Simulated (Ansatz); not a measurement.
Coupled-cluster run, C2H6BInO (`BC(=C)[O][InH2]`).

```yaml
crystal:
  periodic: [false, false, false]
  atoms:
    - {symbol: B, position_ang: [-1.571965, -0.649944, 1.140504]}
    - {symbol: C, position_ang: [-0.316939, -0.407111, 0.269835]}
    - {symbol: C, position_ang: [0.881503, -0.779170, 0.768408]}
    - {symbol: O, position_ang: [-0.478895, 0.085370, -0.972319]}
    - {symbol: In, position_ang: [0.720637, 1.431493, -1.860399]}
    - {symbol: H, position_ang: [-1.430394, -1.038575, 2.262780]}
    - {symbol: H, position_ang: [-2.668676, -0.464026, 0.702269]}
    - {symbol: H, position_ang: [0.951731, -1.165199, 1.775920]}
    - {symbol: H, position_ang: [1.801164, -0.723007, 0.188262]}
    - {symbol: H, position_ang: [0.315641, 1.534547, -3.508823]}
    - {symbol: H, position_ang: [1.796193, 2.175622, -0.766437]}
basis:
  gaussian: {orbitals: def2-SVP}
correlation: {method: ccsd_t}
```

```sh
$ ansatz run in.yaml --threads 4 --pin off --events-out ev --progress --plain --max-ram 10444MiB
```

The program prints (abridged):

```
Functional definition: HF
1212 factors; integrals over basis functions are off by at most 1.5e-3 eV
mean field evaluation 1: about -10004.4129 eV, gradient 3.6e1 eV
mean field evaluation 2: about -10004.5476 eV, gradient 3.6e1 eV
mean field evaluation 4: about -10007.9076 eV, gradient 4.8e0 eV
mean field evaluation 8: about -10007.9817 eV, gradient 7.8e-2 eV
mean field -10007.98176072 eV, -367.7865460527 hartree, gradient 2.0e-6 eV, S^2 0.000000; 0 other end points of the search recorded, 0 dependent functions left out; unrestricted orbitals would lower it
8 core orbitals not correlated: weight in the atoms' cores, before any rotation towards them, 1.000 or more for the frozen orbitals, at most 0.000 for the correlated occupied ones
reference -10007.98176072 eV, -367.7865460527 hartree; 18, 18 occupied and 86, 86 virtual orbitals, 1212 factors
second order -16.90371951 eV of doubles, -0.00000000 eV of singles
cycle   1  -17.52390660 eV  change   -6.2e-1 eV  update   1.2e-1
cycle   2  -18.09088907 eV  change   -5.7e-1 eV  update   4.2e-2
cycle   3  -18.27487824 eV  change   -1.8e-1 eV  update   2.7e-2
cycle   4  -18.27480431 eV  change    7.4e-5 eV  update   8.2e-3
cycle   5  -18.27067775 eV  change    4.1e-3 eV  update   4.4e-3
cycle   6  -18.27149832 eV  change   -8.2e-4 eV  update   1.6e-3
cycle   7  -18.27107369 eV  change    4.2e-4 eV  update   7.6e-4
cycle   8  -18.27096238 eV  change    1.1e-4 eV  update   2.3e-4
cycle   9  -18.27105216 eV  change   -9.0e-5 eV  update   9.7e-5
cycle  10  -18.27104223 eV  change    9.9e-6 eV  update   3.2e-5
perturbative correction -0.62833922 eV, -0.0230910405 hartree
Total energy: -10026.88114217 eV, -368.4810855105 hartree
```

It took 7 s on 4 threads of an Intel Xeon Platinum 8259CL on a shared host, with 0.66 GiB of host memory at the peak.

Correlation energy per correlated electron: -0.525 eV. T1 diagnostic: 0.0156.
